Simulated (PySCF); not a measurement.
PySCF input:

```python
from pyscf import gto, scf, dft

mol = gto.M(
    atom='''
    In   -0.00000000    0.00000000   -0.00000000
    H     0.72485163   -0.48871366    1.49348754
    H    -0.38147619    1.66585159   -0.27234235
    H    -0.34337544   -1.17713793   -1.22114519
    ''',
    basis='def2-tzvpd',
    ecp='def2-tzvp',
    charge=0,
    spin=2,
    verbose=4,
)

mf = dft.UKS(mol, xc='m062x').density_fit(auxbasis='def2-universal-jkfit')
mf.grids.level = 4
mf.conv_tol = 1e-9
mf.max_cycle = 100
mf.max_memory = 1500
mf.kernel()
if not mf.converged:
    mf = mf.newton()
    mf.kernel(mf.make_rdm1())
for _ in range(2):
    mo, _, stable, _ = mf.stability(return_status=True)
    if stable:
        break
    mf.kernel(mf.make_rdm1(mo, mf.mo_occ))
mf.analyze()
```

Which total energy does the run end on?

-191.63537 Eh (M06-2X/def2-TZVPD).

This state (charge 0, triplet) is run at the relaxed geometry of the species with charge 0 and multiplicity 1, and is a spin state other than that species' own.
